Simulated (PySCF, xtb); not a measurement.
CaH2O2, SMILES [Ca]([OH])[OH].

GFN2-xTB (xtb) at its own geometry gives an orbital gap of 2.17 eV and a dipole moment of 5.79 D.

Geometry optimised at B3LYP-D3(BJ)/def2-TZVP. One conformer was computed; it need not be the lowest.

Task: What does PBE/def2-TZVPD (PySCF) give? (An estimate is asked for; the answer gives what the named calculation found.)

Result: gap 3.79 eV (levels -5.65 and -1.86 eV), dipole 0.17 D.
